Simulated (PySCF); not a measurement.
SnF₃, SMILES [F][Sn]([F])[F], multiplicity 2. Coordinates come from a B3LYP-D3(BJ)/def2-SVP optimisation. The spin state was assumed, not searched. The isomer is the one that the SMILES or the coordinates give; other isomers of the formula were not compared. The def2 effective core potentials stand for the cores of Sn; spin–orbit coupling is left out.

Calculation: B3LYP-D3(BJ)/def2-SVP in PySCF.

Harmonic wavenumbers (cm⁻¹): 146, 146, 174, 592, 617, 617. Rotational constants (GHz): 4.446, 4.446, 2.758; symmetry number 3.

### Question
Work out the zero-point energy and the ideal-gas rigid-rotor harmonic-oscillator thermochemistry at 298.15 K and 1 atm.

### Answer
ZPE = ½ Σ hcν = ½ × 2292 cm⁻¹ = 3.28 kcal/mol. H − E(el) = 7.13 kcal/mol. Entropy in cal/(mol K): translation 41.40, rotation 24.00, vibration 9.16, spin 1.38, total 75.93. G − E(el) = -15.50 kcal/mol. Cp = 16.68 cal/(mol K). Modes under 150 cm⁻¹ make the vibrational entropy uncertain.
